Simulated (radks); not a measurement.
The numbers below are computed, except where a source is named.
Problem. Isoelectronic series with 20 electrons, each ion in its NIST ground configuration. Code: a radial shooting solver on a logarithmic mesh with Libxc functionals. Model: scalar-relativistic Kohn-Sham, r2SCAN, spin-polarised, spherical densities, finite nucleus; open shells are filled with parallel spins first; meta-GGA in the generalised Kohn-Sham scheme; Fermi nuclear charge, rms radius of each element as measured or else 0.836 A^(1/3) + 0.57 fm. Total energies (hartree) and mean radii <r> (bohr) (* marks an orbital that is empty in some or all of the ions):

| ion | configuration | E (hartree) | 4s* | 3p | 3s | 2p |
|---|---|---|---|---|---|---|
| Ca | [Ar] 4s2 | -680.51084 | 4.079 | 1.270 | 1.157 | 0.3273 |
| Sc+ | [Ar] 3d1 4s1 | -764.01607 | 3.329 | 1.169 | 1.076 | 0.3074 |
| Ti2+ | [Ar] 3d2 | -853.02695 | 2.923 | 1.084 | 1.008 | 0.2897 |
| Cr4+ | [Ar] 3d2 | -1047.04498 | 2.226 | 0.9156 | 0.8744 | 0.2599 |
| Mn5+ | [Ar] 3d2 | -1152.01202 | 2.003 | 0.8498 | 0.8194 | 0.2471 |
| Fe6+ | [Ar] 3d2 | -1262.29231 | 1.825 | 0.7929 | 0.7708 | 0.2354 |
| Co7+ | [Ar] 3d2 | -1377.89665 | 1.680 | 0.7434 | 0.7276 | 0.2248 |
| Ni8+ | [Ar] 3d2 | -1498.83845 | 1.557 | 0.6998 | 0.6889 | 0.2151 |
| Cu9+ | [Ar] 3d2 | -1625.13212 | 1.452 | 0.6612 | 0.6540 | 0.2062 |
| Zn10+ | [Ar] 3d2 | -1756.79465 | 1.362 | 0.6266 | 0.6225 | 0.1979 |
| Ga11+ | [Ar] 3d2 | -1893.84346 | 1.282 | 0.5956 | 0.5939 | 0.1903 |
| Ge12+ | [Ar] 3d2 | -2036.29747 | 1.212 | 0.5675 | 0.5677 | 0.1832 |
| As13+ | [Ar] 3d2 | -2184.17714 | 1.149 | 0.5419 | 0.5437 | 0.1766 |
| Se14+ | [Ar] 3d2 | -2337.50312 | 1.092 | 0.5186 | 0.5216 | 0.1705 |

Estimate the row of V3+ ([Ar] 3d2).

Solution. E (hartree) -947.38369; 4s* 2.517; 3p 0.9928; 3s 0.9368; 2p 0.2740.
